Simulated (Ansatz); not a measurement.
`C[O][GeH2][I]` + `N[SiH](S)Cl` → `CN[SiH](S)Cl` + `[OH][GeH2][I]`  (substitution at a C–O bond)

Computed with Ansatz on PBE0-D4/def2-TZVP structures; ΔE is electronic, products minus reactants. CCSD(T)/CBS adds triple-zeta CCSD(T) − MP2 to the extrapolated MP2 energy (def2 sets, frozen cores). def2 core potentials past Kr. For Ge, I outer-core shells are correlated without core-valence functions, which leaves a few kJ/mol of doubt a bond. Scalar relativity is left out up to krypton. Each species was taken in one conformer, which may not be the lowest.

```json
{"species": "`C[O][GeH2][I]`", "HF/def2-TZVPP energy (Eh)": "-2487.76657"}
{"species": "`N[SiH](S)Cl`", "HF/def2-TZVPP energy (Eh)": "-1202.92987"}
{"species": "`CN[SiH](S)Cl`", "HF/def2-TZVPP energy (Eh)": "-1241.96485"}
{"species": "`[OH][GeH2][I]`", "HF/def2-TZVPP energy (Eh)": "-2448.73846"}
```

**Question.** Work out ΔE.

**Answer.** ΔE = (-1241.96485) + (-2448.73846) − (-2487.76657) − (-1202.92987) = -0.00687 Eh = -18.0 kJ/mol. CCSD(T)/CBS gives -25.1 kJ/mol.

Largest T1 diagnostic among the species: 0.010.

The D4 term adds −3.2 kJ/mol with B3LYP and −1.9 kJ/mol with PBE0; it sums over pairs of atoms, weighted by their polarisabilities, and B3LYP, whose exchange is more repulsive, gets the larger term. In def2-TZVPP, CCSD(T) changes the Hartree–Fock value by −6.4 kJ/mol (the triples alone add −0.7 kJ/mol) and MP2 by −9.5 kJ/mol.

B3LYP here is the variant with VWN-RPA as its local correlation; programs differ in this.
